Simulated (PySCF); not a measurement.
BrH3O3Ti, multiplicity 1. Atoms are numbered in the order given.

```xyz
8

Ti     0.0000     0.0000     0.7988
Br     0.0000     0.0000    -1.5997
O      1.6658     0.1924     1.3820
H      2.1448     0.9462     1.7489
O     -0.6663    -1.5388     1.3820
H     -0.2530    -2.3305     1.7489
O     -0.9995     1.3464     1.3820
H     -1.8918     1.3843     1.7489
```
Charge 0, spin multiplicity 1.

Coordinates come from a B3LYP-D3(BJ)/def2-SVP optimisation. The spin state was assumed, not searched. The structure was generated by enumeration; whether it is a known compound was not checked. One conformer was computed; it need not be the lowest.

The numbers are results of PBE/def2-TZVP (PySCF), not measurements.

ESP charges are fitted to the potential on shells at 1.4 to 2.0 van der Waals radii. Atomic charges (e):

```json
[
 {"atom": "Ti1", "Mulliken": "1.24", "ESP fit": "0.94", "meta-Löwdin": "1.26", "Löwdin": "[?]"},
 {"atom": "Br2", "Mulliken": "-0.38", "ESP fit": "-0.28", "meta-Löwdin": "-0.41", "Löwdin": "[?]"},
 {"atom": "O3", "Mulliken": "-0.61", "ESP fit": "-0.68", "meta-Löwdin": "-0.64", "Löwdin": "[?]"},
 {"atom": "H4", "Mulliken": "0.33", "ESP fit": "0.46", "meta-Löwdin": "0.36", "Löwdin": "[?]"},
 {"atom": "O5", "Mulliken": "-0.61", "ESP fit": "-0.68", "meta-Löwdin": "-0.64", "Löwdin": "[?]"},
 {"atom": "H6", "Mulliken": "0.33", "ESP fit": "0.46", "meta-Löwdin": "0.36", "Löwdin": "[?]"},
 {"atom": "O7", "Mulliken": "-0.61", "ESP fit": "-0.68", "meta-Löwdin": "-0.64", "Löwdin": "[?]"},
 {"atom": "H8", "Mulliken": "0.33", "ESP fit": "0.46", "meta-Löwdin": "0.36", "Löwdin": "[?]"}
]
```

Q: What belongs in the gaps? (An estimate is asked for; the answer gives what the named calculation found.)

A: 
- Ti1, Löwdin: -0.04
- Br2, Löwdin: 0.09
- O3, Löwdin: -0.19
- H4, Löwdin: 0.18
- O5, Löwdin: -0.19
- H6, Löwdin: 0.18
- O7, Löwdin: -0.19
- H8, Löwdin: 0.18
